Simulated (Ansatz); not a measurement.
`[SiH3][Te]` radical. Charge 0, multiplicity 2. Te takes the def2 core potential.

Cartesian coordinates in Å:
```
Si -0.0545 0.1911 -0.0341
Te 0.5529 -2.1233 0.6348
H 0.7681 1.1991 0.6809
H -1.4919 0.4701 0.2112
H 0.2254 0.2630 -1.4927
```

(1) List the harmonic frequencies (cm⁻¹, unscaled) at PBE0-D4/def2-TZVP in Ansatz. (Estimate.)

(2) Is this a minimum?

## Answers

(1) The calculation gave: 338, 370, 491, 877, 909, 949, 2217, 2233, 2235.

(2) Yes, all 9 modes are real.
